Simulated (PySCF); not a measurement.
Be(SMe)(SeH) (CH4BeSSe), SMILES C[S][Be][SeH].

The structure is a stationary point at PBE-D3(BJ)/def2-SVP. The structure was generated by enumeration; whether it is a known compound was not checked. Other conformers were not sampled.

Calculation: PBE-D3(BJ)/def2-SVP (PySCF 2.14.0).

Frequencies are harmonic and unscaled.

| mode | ν (cm⁻¹) | IR (km/mol) | moving atoms (share of kinetic energy) |
|---|---|---|---|
| 1 | 27 | 0.0 | H 98 % |
| 2 | 82 | 2.3 | C 47 %, H 21 %, Be 14 %, Se 11 % |
| 3 | 168 | 6.2 | H 85 %, Be 11 % |
| 4 | 186 | 10.7 | Be 67 %, H 22 %, S 9 % |
| 5 | 265 | 1.9 | S 40 %, Be 27 %, Se 26 % |
| 6 | 324 | 2.9 | Be 54 %, S 32 % |
| 7 | 565 | 0.5 | H 86 %, Be 12 % |
| 8 | 680 | 3.6 | C 61 %, S 30 %, H 9 % |
| 9 | 921 | 7.0 | H 84 %, C 14 % |
| 10 | 937 | 29.0 | H 80 %, C 14 % |
| 11 | 985 | 198.8 | Be 86 %, S 9 % |
| 12 | 1284 | 11.4 | H 87 %, C 12 % |
| 13 | 1403 | 8.3 | H 96 % |
| 14 | 1407 | 7.5 | H 95 % |
| 15 | 2346 | 5.3 | H 99 % |
| 16 | 2992 | 19.3 | H 98 % |
| 17 | 3102 | 1.1 | H 90 %, C 10 % |
| 18 | 3105 | 1.6 | H 90 %, C 10 % |
